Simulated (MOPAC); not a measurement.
MOPAC input (PM6):

```
PM6 FORCE THERMO(298,298) PRECISE LET UHF MS=0.5 GEO-OK AUX(PRECISION=9) THREADS=1
C2H8PSi

C    -1.84973564 1    0.52276732 1    0.20652709 1
Si   -0.23647925 1   -0.36714124 1   -0.15164551 1
C    -0.12514826 1   -1.93530036 1    0.84121150 1
P     1.23962986 1    0.93816486 1   -0.36113568 1
H    -2.09214141 1    1.28415125 1   -0.55129052 1
H    -2.67069437 1   -0.21299334 1    0.19142518 1
H    -1.87621049 1    1.01301446 1    1.18949497 1
H    -0.95802219 1   -2.60017306 1    0.55822028 1
H     0.80846033 1   -2.48121175 1    0.63808372 1
H    -0.18664360 1   -1.76230267 1    1.92399946 1
H     1.40070888 1    2.27640895 1    0.16710667 1
H     2.53475414 1    0.47853196 1   -0.81460391 1
```

From the output:

```
     H   12   0.008030   0.002724   0.008388   0.003896   0.296747   4.443718

          HEAT OF FORMATION =    -113.113799 KCALS/MOLE

          ZERO POINT ENERGY      52.708 KCAL/MOL

           NORMAL COORDINATE ANALYSIS (Total motion = 1 Angstrom)

   Root No.       1         2         3         4         5         6         7         8

                 1 A       2 A       3 A       4 A       5 A       6 A       7 A       8 A

                  81.6     101.2     166.7     175.5     210.0     229.5     276.7     436.4

           1    0.0001   -0.0021   -0.0294   -0.0251    0.0154    0.0045    0.0009    0.0198
           2    0.0038   -0.0091   -0.0180    0.0419    0.0435   -0.0259   -0.0438   -0.0052
           3    0.0062    0.0115   -0.0119    0.0468   -0.0112   -0.0216    0.0010   -0.0035
           4    0.0000   -0.0023   -0.0290   -0.0296    0.0166    0.0047    0.0006    0.0152
           5   -0.0010   -0.0010   -0.0102   -0.0147   -0.0330    0.0028    0.0139   -0.0023
           6    0.0009    0.0050    0.0332   -0.0166    0.0440    0.0276   -0.0032    0.0107
           7   -0.0047    0.0097    0.0533    0.0053   -0.0474    0.0146    0.0228    0.0050
           8    0.0012   -0.0051   -0.0392   -0.0272   -0.0066    0.0006    0.0051    0.0058
           9   -0.0145   -0.0053   -0.0405   -0.0148   -0.0262   -0.0250   -0.0044    0.0013
          10    0.0021   -0.0019    0.0135    0.0274    0.0045   -0.0149   -0.0122   -0.0325
          11   -0.0023    0.0076    0.0396    0.0004    0.0133   -0.0022    0.0188   -0.0001
          12    0.0034   -0.0065   -0.0047   -0.0018   -0.0198    0.0110   -0.0046   -0.0090
          13   -0.0286    0.0128   -0.0288   -0.0381   -0.0542    0.0187    0.0592    0.0244
          14   -0.0512    0.0029   -0.0229    0.0553    0.0768   -0.0397   -0.0772   -0.0168
          15   -0.2272    0.0759   -0.0271    0.0743   -0.0086   -0.0439   -0.0204   -0.0342
          16    0.0149   -0.0075   -0.0512    0.0291    0.0281   -0.0437   -0.0377   -0.0531
          17   -0.1652    0.0335   -0.0246    0.0607    0.0839   -0.0419   -0.0859   -0.0173
          18    0.1813   -0.0335   -0.0155    0.0550   -0.0450   -0.0302    0.0228   -0.0318
          19    0.0153   -0.0121   -0.0083   -0.0581    0.0744    0.0324   -0.0243    0.0793
          20    0.2467   -0.0762   -0.0144    0.0420    0.0498   -0.0316   -0.0465   -0.0158
          21    0.0699   -0.0034   -0.0205    0.0624   -0.0375   -0.0366    0.0122   -0.0374
          22   -0.0579   -0.1737    0.1408    0.0289   -0.0672    0.0528    0.0506   -0.0137
          23    0.0306    0.0854    0.0030   -0.0179    0.0283    0.0462    0.0199    0.0105
          24   -0.0515   -0.1271   -0.0318   -0.0117   -0.0545   -0.0377   -0.0032   -0.0086
          25   -0.0051    0.0088    0.0563    0.0060   -0.0504    0.0153    0.0251    0.0017
          26    0.0002   -0.0309   -0.1004   -0.0501    0.0621   -0.0065   -0.0307    0.0511
          27    0.0490    0.2278   -0.1101   -0.0290   -0.0459   -0.0659   -0.0189   -0.0043
          28    0.0471    0.2100    0.0317    0.0074   -0.0976   -0.0121    0.0340   -0.0242
          29   -0.0254   -0.0750   -0.0425   -0.0203   -0.0818   -0.0337    0.0132   -0.0282
          30   -0.0528   -0.1315   -0.0343   -0.0113   -0.0595   -0.0392   -0.0033   -0.0122
          31   -0.0005   -0.0077   -0.0527    0.2019   -0.0246    0.0369    0.0499    0.2362
          32   -0.0090    0.0108   -0.1347    0.1010    0.0066    0.3275    0.0137   -0.1830
          33    0.0087   -0.0052    0.1361   -0.1533    0.0012   -0.2141   -0.0326   -0.0368
          34    0.0048   -0.0011    0.0213    0.0402   -0.0309    0.0007   -0.0797    0.0296
          35    0.0112    0.0118    0.0841    0.0501   -0.1541    0.0716   -0.3102    0.2568
          36   -0.0071   -0.0164   -0.0543    0.1499    0.0797   -0.0818    0.3151    0.1704

   Root No.       9        10        11        12        13        14        15        16

                 9 A      10 A      11 A      12 A      13 A      14 A      15 A      16 A

                 617.9     630.4     638.4     702.0     733.9     804.5     956.6    1047.2

           1    0.0197   -0.0211   -0.0672   -0.0179    0.0060   -0.1070    0.0146   -0.0013
           2   -0.0063    0.0248   -0.0005   -0.0297    0.0337    0.0003   -0.0158    0.0046
           3    0.0233    0.0034    0.0334   -0.0236   -0.0235   -0.0106   -0.0033    0.0009
           4    0.0007    0.0035    0.0049    0.0032   -0.0021    0.0840   -0.0268    0.0035
           5    0.0024    0.0019   -0.0042   -0.0097   -0.0072    0.0255    0.0868   -0.0194
           6   -0.0024    0.0021    0.0141    0.0125    0.0252   -0.0027    0.0460   -0.0086
           7   -0.0194    0.0304    0.0229    0.0235   -0.0225   -0.0432   -0.0079    0.0026
           8   -0.0199   -0.0228    0.0695    0.0270    0.0262   -0.0628   -0.0458    0.0084
           9   -0.0369   -0.0166    0.0032   -0.0222   -0.0190   -0.0016   -0.0016   -0.0015
          10   -0.0030    0.0027    0.0157   -0.0046    0.0033   -0.0066    0.0170   -0.0133
          11    0.0091    0.0012   -0.0277    0.0016   -0.0129    0.0084   -0.0427    0.0242
          12    0.0062    0.0011   -0.0215   -0.0005   -0.0115    0.0058   -0.0354    0.0226
          13   -0.0633    0.1219   -0.1268   -0.1359    0.2157   -0.1230   -0.0517    0.0129
          14    0.0182   -0.0493    0.0113    0.0467   -0.0589    0.0238    0.0192   -0.0049
          15   -0.0323   -0.0079   -0.0401    0.0337    0.0180    0.0037    0.0048   -0.0035
          16   -0.0630   -0.1490   -0.2048    0.2046   -0.0311   -0.0589    0.1073   -0.0228
          17    0.0144   -0.0491   -0.0019    0.0411   -0.0381   -0.0008    0.0207   -0.0024
          18   -0.0426    0.0028   -0.0468    0.0291    0.0280    0.0020    0.0180   -0.0048
          19    0.1829   -0.0567    0.1088   -0.1087   -0.1645   -0.1837    0.0323   -0.0114
          20    0.0109   -0.0336   -0.0019    0.0265   -0.0256   -0.0014    0.0048   -0.0016
          21   -0.0579    0.0058   -0.0553    0.0412    0.0481    0.0378   -0.0069    0.0030
          22   -0.0544   -0.1338    0.0432   -0.0548    0.0225    0.0080   -0.0493    0.0037
          23   -0.1810   -0.1808    0.0835   -0.1017   -0.0090   -0.0310   -0.0953    0.0086
          24    0.0540    0.0255   -0.0020    0.0286    0.0186    0.0037    0.0242   -0.0035
          25   -0.0126    0.0119    0.0217    0.0156   -0.0117   -0.0253   -0.0059    0.0020
          26   -0.1039    0.2190    0.0455    0.1087   -0.1397   -0.2032   -0.0207    0.0125
          27    0.0459    0.0308   -0.0001    0.0312    0.0130   -0.0066    0.0058   -0.0038
          28    0.0939   -0.0626    0.0441    0.0370    0.0929    0.0011   -0.0449    0.0134
          29    0.1791   -0.0278    0.0857    0.1092    0.1654   -0.0378   -0.0820    0.0203
          30    0.0676    0.0137    0.0116    0.0361    0.0432   -0.0056   -0.0195    0.0040
          31   -0.0091   -0.0220    0.0125    0.0250    0.0228    0.0320    0.1505    0.3615
          32    0.0296    0.0201   -0.0300    0.0023   -0.0277   -0.0057   -0.1089   -0.1487
          33   -0.0028    0.0032   -0.0187   -0.0142   -0.0107   -0.0059   -0.0653   -0.0891
          34   -0.0056   -0.0014    0.0107    0.0006    0.0094    0.0020    0.0037   -0.0624
          35   -0.0011   -0.0137   -0.0491    0.0194    0.0152    0.0332   -0.1104   -0.2424
          36    0.0078   -0.0074   -0.0171    0.0286    0.0003    0.0141   -0.0982   -0.3504

   Root No.      17        18        19        20        21        22        23        24

                17 A      18 A      19 A      20 A      21 A      22 A      23 A      24 A

                1209.9    1212.6    1219.2    1219.4    1222.9    1233.6    2675.6    2678.6

           1   -0.0204   -0.0182   -0.0051   -0.0084   -0.0149   -0.0478    0.0011   -0.0011
           2    0.0108   -0.0187   -0.0009   -0.0111    0.0250   -0.0011    0.0208   -0.0214
           3   -0.0074   -0.0016    0.0053   -0.0306   -0.0094    0.0121    0.0171   -0.0126
           4    0.0014    0.0017    0.0003    0.0006    0.0017    0.0022    0.0000    0.0003
           5    0.0029    0.0026   -0.0001   -0.0014   -0.0022   -0.0027    0.0001   -0.0005
           6    0.0006    0.0004    0.0005   -0.0000   -0.0004   -0.0013   -0.0000   -0.0005
           7    0.0039   -0.0251   -0.0012    0.0121   -0.0212    0.0138    0.0146    0.0181
           8   -0.0443   -0.0213   -0.0060    0.0177    0.0104    0.0222   -0.0051   -0.0062
           9    0.0011    0.0024   -0.0411   -0.0042   -0.0018    0.0028   -0.0188   -0.0193
          10    0.0000    0.0001   -0.0002   -0.0003   -0.0004   -0.0008    0.0000   -0.0001
          11   -0.0003   -0.0006    0.0002    0.0005    0.0007    0.0013    0.0000    0.0000
          12   -0.0005   -0.0004   -0.0000    0.0003    0.0005    0.0012   -0.0000   -0.0000
          13    0.0383    0.1183    0.0261    0.0366   -0.0127    0.1845   -0.0589    0.0666
          14   -0.0001   -0.0443   -0.0260    0.0689    0.0259   -0.1162   -0.1223    0.1396
          15    0.0502    0.0722   -0.0413    0.3012    0.0308   -0.0716    0.0464   -0.0493
          16    0.0805    0.0130    0.0257   -0.0617    0.0794    0.1896    0.0909   -0.0799
          17   -0.0654    0.0844    0.0386   -0.1205   -0.1332    0.1154   -0.1698    0.1486
          18    0.1095   -0.0824   -0.0221    0.0696    0.1817   -0.0051   -0.1737    0.1545
          19    0.1002    0.0530    0.0027    0.1028    0.0901    0.1397   -0.0424    0.0255
          20   -0.0636    0.1810   -0.0010    0.1765   -0.1732    0.0083    0.0360   -0.0258
          21   -0.0748    0.0256   -0.0000   -0.0121   -0.1042   -0.0674   -0.0824    0.0492
          22   -0.0473    0.1345    0.2257   -0.0444    0.1363   -0.0888   -0.0686   -0.0737
          23    0.1875    0.0166    0.0529   -0.0373   -0.0863   -0.0583    0.1155    0.1239
          24   -0.1377    0.0414    0.0329    0.0051    0.1072    0.0050    0.1935    0.2088
          25   -0.0011   -0.0173   -0.0052    0.0089   -0.0129    0.0112   -0.1394   -0.1761
          26    0.0930    0.1645    0.0181   -0.0976    0.0600   -0.1113   -0.0078   -0.0096
          27   -0.0220   -0.0200    0.3850    0.0405    0.0212   -0.0235   -0.0101   -0.0105
          28   -0.0182    0.1638   -0.2055   -0.0950    0.1169   -0.0671    0.0291    0.0272
          29    0.1821    0.0211   -0.0014   -0.0431   -0.0792   -0.0551   -0.0419   -0.0365
          30    0.1476   -0.0459    0.0608    0.0020   -0.1092   -0.0149    0.0479    0.0399
          31    0.0021    0.0012    0.0030    0.0043   -0.0004   -0.0003   -0.0001    0.0015
          32   -0.0033   -0.0011   -0.0008    0.0004    0.0003    0.0023   -0.0000    0.0014
          33    0.0005   -0.0006   -0.0007   -0.0016    0.0006   -0.0002    0.0002    0.0023
          34   -0.0001    0.0003   -0.0009   -0.0002   -0.0002   -0.0005    0.0007    0.0008
          35   -0.0008    0.0005   -0.0033   -0.0010    0.0012   -0.0000   -0.0003   -0.0002
          36   -0.0006    0.0007   -0.0004   -0.0004   -0.0010   -0.0007    0.0000   -0.0003

   Root No.      25        26        27        28        29        30

                25 A      26 A      27 A      28 A      29 A      30 A

                2682.8    2684.6    2735.1    2754.6    2760.9    2771.3

           1   -0.0004   -0.0003    0.0005   -0.0063   -0.0173    0.0012
           2    0.0199    0.0103    0.0004   -0.0002    0.0003    0.0001
           3   -0.0266   -0.0169    0.0007   -0.0000    0.0001    0.0002
           4    0.0003   -0.0002    0.0001   -0.0010   -0.0012   -0.0007
           5    0.0002    0.0001   -0.0004   -0.0014    0.0005   -0.0000
           6   -0.0002   -0.0005   -0.0010   -0.0001    0.0001   -0.0000
           7    0.0157   -0.0210   -0.0006   -0.0065    0.0023   -0.0011
```
